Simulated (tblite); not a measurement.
Tetraallylsilane, C₁₂H₂₀Si.
Bonds: C1–C2 (double), C2–C3, C3–Si4, Si4–C5, C5–C6, C6–C7 (double), Si4–C8, C8–C9, C9–C10 (double), Si4–C11, C11–C12, C12–C13 (double). Hydrogens: H14, H15 on C1; H16 on C2; H17, H18 on C3; H19, H20 on C5; H21 on C6; H22, H23 on C7; H24, H25 on C8; H26 on C9; H27, H28 on C10; H29, H30 on C11; H31 on C12; H32, H33 on C13.

Computed with GFN2-xTB (tblite), gas phase: L-BFGS steps from a force-field or distance-geometry start until the largest atomic force falls under 0.01 eV/Å.

Step 31: E = -1019.6050 eV
```
atom  x, y, z in Å  |  force x, y, z in eV/Å
C1     -0.0132    1.3663    3.3817    0.000  -0.002   0.016
C2      0.6595    0.6455    2.5036    0.004  -0.005   0.022
C3      0.0966   -0.4875    1.7248   -0.022  -0.024  -0.051
Si4    -0.0444   -0.0714   -0.1431    0.019   0.002   0.010
C5     -0.7018   -1.6255   -1.0661    0.024   0.025  -0.018
C6     -2.0702   -2.0019   -0.6237    0.009   0.031  -0.030
C7     -2.3684   -3.1019    0.0415   -0.011  -0.030   0.016
C8      1.6621    0.3988   -0.8891   -0.019  -0.017  -0.010
C9      2.6715   -0.6752   -0.6887    0.015   0.022  -0.004
C10     3.7437   -0.5703    0.0752   -0.004  -0.003  -0.015
C11    -1.2338    1.4191   -0.3680   -0.006  -0.004   0.014
C12    -1.4540    1.7457   -1.8023   -0.009   0.017   0.012
C13    -1.0390    2.8496   -2.3968   -0.005   0.002  -0.012
H14    -1.0415    1.1506    3.6196   -0.030   0.022  -0.023
H15     0.4353    2.1908    3.9079    0.005   0.012   0.023
H16     1.6960    0.8713    2.2974    0.038   0.020  -0.019
H17     0.7487   -1.3542    1.8289    0.022  -0.028   0.017
H18    -0.8846   -0.7604    2.1140    0.015  -0.009   0.015
H19    -0.7151   -1.4079   -2.1350   -0.006  -0.006  -0.014
H20    -0.0247   -2.4655   -0.9104   -0.003   0.006  -0.003
H21    -2.8473   -1.2920   -0.8713   -0.035   0.019  -0.004
H22    -1.6148   -3.8297    0.2914    0.016  -0.012   0.033
H23    -3.3722   -3.3266    0.3560   -0.028  -0.014   0.007
H24     2.0151    1.3289   -0.4452    0.011  -0.002  -0.007
H25     1.5314    0.5749   -1.9586    0.003   0.016   0.010
H26     2.4725   -1.6009   -1.2127    0.001  -0.001  -0.006
H27     4.4382   -1.3835    0.1959    0.018   0.003   0.021
H28     3.9769    0.3412    0.6013   -0.005  -0.011   0.016
H29    -2.1886    1.1656    0.0937   -0.015   0.009   0.012
H30    -0.8376    2.2897    0.1563   -0.016  -0.028  -0.010
H31    -1.9858    0.9935   -2.3698   -0.009  -0.003  -0.019
H32    -0.5156    3.6193   -1.8530    0.015  -0.013  -0.017
H33    -1.2118    3.0354   -3.4436    0.008   0.007   0.017
```

Step 32: E = -1019.6056 eV
```
atom  x, y, z in Å  |  force x, y, z in eV/Å
C1     -0.0123    1.3669    3.3788   -0.018   0.001   0.015
C2      0.6617    0.6439    2.5038    0.023  -0.006   0.004
C3      0.0998   -0.4889    1.7232   -0.014  -0.015  -0.032
Si4    -0.0453   -0.0717   -0.1438    0.022   0.007   0.007
C5     -0.7028   -1.6250   -1.0685    0.026   0.024  -0.020
C6     -2.0714   -2.0012   -0.6274    0.002   0.005   0.012
C7     -2.3678   -3.0984    0.0446   -0.001   0.001  -0.020
C8      1.6609    0.3999   -0.8894   -0.010  -0.014  -0.011
C9      2.6714   -0.6737   -0.6899   -0.005   0.015   0.002
C10     3.7410   -0.5700    0.0776    0.005  -0.002  -0.012
C11    -1.2361    1.4183   -0.3654   -0.009  -0.007   0.000
C12    -1.4564    1.7450   -1.8001   -0.004   0.001   0.009
C13    -1.0360    2.8461   -2.3958   -0.008   0.009  -0.005
H14    -1.0417    1.1504    3.6109   -0.038   0.031  -0.010
H15     0.4331    2.1935    3.9052    0.003  -0.008   0.015
H16     1.6987    0.8691    2.3010    0.048   0.017  -0.025
H17     0.7535   -1.3551    1.8248    0.012  -0.021   0.022
H18    -0.8806   -0.7618    2.1137    0.011  -0.021   0.016
H19    -0.7148   -1.4068   -2.1371   -0.007  -0.001  -0.023
H20    -0.0262   -2.4654   -0.9135    0.002   0.004   0.001
H21    -2.8484   -1.2918   -0.8758   -0.039   0.018  -0.008
H22    -1.6123   -3.8243    0.2941    0.014  -0.015   0.041
H23    -3.3710   -3.3236    0.3606   -0.027  -0.014   0.007
H24     2.0121    1.3307   -0.4448    0.013  -0.012  -0.007
H25     1.5313    0.5767   -1.9587   -0.002   0.017   0.004
H26     2.4724   -1.5993   -1.2151    0.010   0.015  -0.003
H27     4.4361   -1.3834    0.1974    0.012   0.013   0.024
H28     3.9717    0.3406    0.6071   -0.004  -0.023   0.008
H29    -2.1904    1.1630    0.0963   -0.012   0.014   0.012
H30    -0.8399    2.2889    0.1590   -0.018  -0.030  -0.009
H31    -1.9893    0.9927   -2.3671   -0.008   0.008  -0.014
H32    -0.5108    3.6140   -1.8507    0.013  -0.014  -0.027
H33    -1.2073    3.0325   -3.4431    0.010   0.004   0.028
```

Step 33: E = -1019.6063 eV
```
atom  x, y, z in Å  |  force x, y, z in eV/Å
C1     -0.0117    1.3675    3.3759   -0.016  -0.013  -0.009
C2      0.6644    0.6421    2.5039    0.024   0.008  -0.002
C3      0.1031   -0.4910    1.7212    0.007  -0.002   0.006
Si4    -0.0459   -0.0719   -0.1443    0.014   0.008  -0.001
C5     -0.7032   -1.6238   -1.0716    0.008   0.012  -0.014
C6     -2.0724   -2.0005   -0.6308    0.001   0.028   0.022
C7     -2.3671   -3.0944    0.0474   -0.004  -0.016  -0.022
C8      1.6593    0.4010   -0.8899    0.005  -0.002  -0.009
C9      2.6709   -0.6718   -0.6912   -0.008   0.003   0.016
C10     3.7383   -0.5699    0.0800   -0.001  -0.001  -0.015
C11    -1.2387    1.4172   -0.3626   -0.012  -0.013  -0.013
C12    -1.4591    1.7441   -1.7975    0.003  -0.006  -0.004
C13    -1.0329    2.8425   -2.3948   -0.014   0.000   0.015
H14    -1.0425    1.1508    3.6018   -0.036   0.039   0.001
H15     0.4310    2.1963    3.9023   -0.002  -0.030   0.006
H16     1.7023    0.8673    2.3040    0.040   0.009  -0.025
H17     0.7586   -1.3568    1.8210   -0.003  -0.007   0.022
H18    -0.8764   -0.7641    2.1133    0.008  -0.031   0.014
H19    -0.7143   -1.4056   -2.1399   -0.009   0.003  -0.027
H20    -0.0273   -2.4647   -0.9164    0.005   0.003   0.003
H21    -2.8501   -1.2912   -0.8804   -0.025   0.001  -0.006
H22    -1.6096   -3.8189    0.2977   -0.004  -0.003   0.041
H23    -3.3702   -3.3204    0.3656   -0.004  -0.008  -0.001
H24     2.0090    1.3325   -0.4447    0.016  -0.020  -0.007
H25     1.5308    0.5790   -1.9589   -0.007   0.016  -0.004
H26     2.4723   -1.5972   -1.2175    0.017   0.026  -0.005
H27     4.4339   -1.3832    0.1995    0.006   0.020   0.023
H28     3.9661    0.3395    0.6131   -0.001  -0.027   0.002
H29    -2.1926    1.1607    0.0997   -0.007   0.016   0.009
H30    -0.8424    2.2872    0.1618   -0.017  -0.022  -0.005
H31    -1.9928    0.9921   -2.3647   -0.008   0.018  -0.006
H32    -0.5055    3.6082   -1.8489    0.014  -0.009  -0.030
H33    -1.2024    3.0292   -3.4421    0.008   0.002   0.025
```

Step 34: E = -1019.6069 eV
```
atom  x, y, z in Å  |  force x, y, z in eV/Å
C1     -0.0114    1.3678    3.3729   -0.014  -0.017  -0.025
C2      0.6675    0.6404    2.5041    0.023   0.013  -0.015
C3      0.1065   -0.4930    1.7194    0.028   0.010   0.042
Si4    -0.0461   -0.0720   -0.1449    0.001   0.004  -0.007
C5     -0.7034   -1.6224   -1.0747   -0.013   0.000  -0.006
C6     -2.0734   -1.9992   -0.6337   -0.004   0.020   0.038
C7     -2.3664   -3.0910    0.0497    0.001  -0.005  -0.032
C8      1.6579    0.4021   -0.8906    0.017   0.012  -0.005
C9      2.6703   -0.6699   -0.6922   -0.014  -0.011   0.017
C10     3.7356   -0.5697    0.0820    0.002   0.001  -0.007
C11    -1.2415    1.4157   -0.3601   -0.013  -0.018  -0.020
C12    -1.4615    1.7432   -1.7950    0.005  -0.017  -0.011
C13    -1.0303    2.8390   -2.3935   -0.014  -0.004   0.027
H14    -1.0440    1.1519    3.5930   -0.023   0.042   0.006
H15     0.4289    2.1984    3.8994   -0.008  -0.049  -0.002
H16     1.7065    0.8657    2.3063    0.017  -0.002  -0.019
H17     0.7634   -1.3585    1.8178   -0.014   0.007   0.020
H18    -0.8722   -0.7670    2.1131    0.010  -0.034   0.012
H19    -0.7139   -1.4043   -2.1431   -0.009   0.005  -0.023
H20    -0.0282   -2.4639   -0.9192    0.004   0.006   0.002
H21    -2.8522   -1.2907   -0.8848   -0.007  -0.016  -0.004
H22    -1.6071   -3.8137    0.3019   -0.021   0.011   0.037
H23    -3.3694   -3.3174    0.3703    0.018  -0.001  -0.011
H24     2.0062    1.3338   -0.4447    0.020  -0.021  -0.004
H25     1.5301    0.5815   -1.9591   -0.010   0.012  -0.013
H26     2.4726   -1.5948   -1.2199    0.020   0.028  -0.009
H27     4.4318   -1.3826    0.2020    0.000   0.020   0.018
H28     3.9608    0.3380    0.6188    0.003  -0.022   0.000
H29    -2.1948    1.1587    0.1030   -0.005   0.013   0.004
H30    -0.8451    2.2852    0.1645   -0.013  -0.010   0.001
H31    -1.9964    0.9919   -2.3624   -0.010   0.024  -0.001
H32    -0.5001    3.6025   -1.8476    0.018   0.000  -0.025
H33    -1.1975    3.0261   -3.4407    0.003   0.000   0.015
```

Question: Estimate the geometry and energy of step 35. (The exact step hangs on the optimiser's Hessian estimate; all steps are aligned on step 34, rigid shifts and turns removed.)

Answer: E = -1019.6077 eV, largest force 0.078 eV/Å
```
atom  x, y, z in Å  |  force x, y, z in eV/Å
C1     -0.0114    1.3678    3.3686   -0.008  -0.019  -0.042
C2      0.6718    0.6387    2.5039    0.011   0.015  -0.023
C3      0.1110   -0.4953    1.7177    0.042   0.017   0.064
Si4    -0.0465   -0.0720   -0.1457   -0.014  -0.005  -0.008
C5     -0.7040   -1.6208   -1.0788   -0.032  -0.011   0.005
C6     -2.0746   -1.9971   -0.6366   -0.004   0.015   0.038
C7     -2.3657   -3.0867    0.0519    0.003   0.000  -0.026
C8      1.6564    0.4036   -0.8916    0.023   0.024  -0.001
C9      2.6692   -0.6676   -0.6930   -0.012  -0.020   0.014
C10     3.7323   -0.5695    0.0843    0.001   0.003   0.004
C11    -1.2451    1.4137   -0.3573   -0.010  -0.022  -0.018
C12    -1.4645    1.7417   -1.7920    0.006  -0.022  -0.016
C13    -1.0272    2.8346   -2.3914   -0.009  -0.007   0.033
H14    -1.0464    1.1543    3.5820   -0.004   0.039   0.007
H15     0.4260    2.1999    3.8960   -0.009  -0.061  -0.008
H16     1.7123    0.8636    2.3090   -0.012  -0.011  -0.008
H17     0.7694   -1.3604    1.8142   -0.020   0.019   0.018
H18    -0.8665   -0.7711    2.1133    0.014  -0.032   0.008
H19    -0.7139   -1.4026   -2.1474   -0.012   0.006  -0.011
H20    -0.0296   -2.4631   -0.9228    0.001   0.012  -0.001
H21    -2.8551   -1.2903   -0.8907    0.015  -0.034   0.002
H22    -1.6043   -3.8070    0.3081   -0.035   0.026   0.028
H23    -3.3680   -3.3137    0.3760    0.037   0.006  -0.023
H24     2.0034    1.3350   -0.4448    0.024  -0.014   0.002
H25     1.5293    0.5849   -1.9597   -0.011   0.007  -0.021
H26     2.4733   -1.5911   -1.2232    0.021   0.020  -0.017
H27     4.4293   -1.3815    0.2055   -0.004   0.013   0.011
H28     3.9541    0.3357    0.6263    0.006  -0.007   0.000
H29    -2.1977    1.1564    0.1072   -0.004   0.006  -0.003
H30    -0.8490    2.2825    0.1677   -0.005   0.003   0.005
H31    -2.0013    0.9920   -2.3596   -0.015   0.024   0.000
H32    -0.4928    3.5952   -1.8466    0.023   0.011  -0.012
H33    -1.1912    3.0222   -3.4386   -0.006  -0.003  -0.002
```

The energy changes by -0.0008 eV. The first-order estimate −F·Δx gives -0.0011 eV and the mean of the old and new forces, exact on a quadratic surface, -0.0008 eV. The step makes an angle of 79° with the force vector and moves no atom by more than 0.011 Å.

What follows is the cost of the whole relaxation. The run took 1.3 s wall on one thread, Arm Neoverse V1 (aarch64), no GPU (shared host).
